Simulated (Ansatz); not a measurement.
Species: C$_{2}$H$_{3}$N, charge 0, singlet. C2H3N (SMILES [C-]#[N+]C).
B3LYP-D3(BJ)/def2-TZVP minimum from Ansatz (a program for electronic structure):
```
C
H 1 1.0897
H 1 1.0897 2 109.15
H 1 1.0897 2 109.15 3 119.22
N 1 1.4180 2 109.79 3 -120.39
C 5 1.1645 3 150.15 1 180.00
```

Hartree-Fock and CCSD correlation energies in hartree (Ansatz). UHF or UKS for unpaired electrons; spin-orbit terms are left out. Cores are frozen in correlated methods. No relativity.

| basis | X | E(HF) | E(corr, CCSD) |
|---|---|---|---|
| cc-pVTZ | 3 | -131.94224 | -0.52232 |
| cc-pVQZ | 4 | -131.95127 | -0.54925 |
| cc-pV5Z | 5 | -131.95327 | withheld |

Task: Fit E(corr) = E∞ + A/X³ to X = 3 and 4, predict X = 5, and compare with the run.

Result: A = (-0.52232 - (-0.54925))/(1/27 - 1/64) = 1.2577; E∞ = -0.54925 - A/64 = -0.56890; at X = 5, E∞ + A/125 = -0.55884. The run gave -0.55801, 0.83 mEh above the prediction. The same form on X = 4 and 5 gives E∞ = -0.56720, 1.70 mEh above the first estimate.
